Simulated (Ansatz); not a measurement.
Isolated molecules relaxed with PBE0-D4/def2-TZVP in Ansatz; ΔE leaves out vibrations. CBS: MP2 limit from def2 TZ/QZ plus the TZ coupled-cluster correction, frozen cores. This one scheme is used for every species. DFT in def2-TZVPP. B3LYP here is the variant with VWN-RPA as its local correlation; programs differ in this. Elements past krypton have def2 core potentials. For Se, Sn outer-core shells are correlated without core-valence functions, which leaves a few kJ/mol of doubt a bond. Scalar relativity is left out up to krypton. One conformer a species, not always the lowest.

Consider the formal hydrolysis of the Sn–Se bond: `[SH][SnH2][SeH]` + H₂O → `[OH][SnH2][SH]` + H₂Se.

| level | ΔE (kJ/mol) |
| --- | --- |
| LDA (SPW92) | 56.8 |
| B3LYP-D4 | 55.8 |
| PBE-QIDH | 61.7 |
| HF/def2-SVP | 58.3 |

(1) What does CCSD(T)/CBS give? (Best estimate.)

Largest T1 diagnostic among the species: 0.013.

Results:

(1) Ansatz gave: +60.7 kJ/mol. The listed levels differ from it by -3.9, -4.9, 1.0, -2.4 kJ/mol.

Leaving LDA and LC-ωPBE aside and taking each functional with its dispersion term where it has one, the values, not all of them listed here, spread over 20.3 kJ/mol, from B97M-V to HSE06-D4. At CCSD(T), def2-SVP lies −9.7 kJ/mol from the extrapolated value and def2-TZVPP −7.6 kJ/mol.
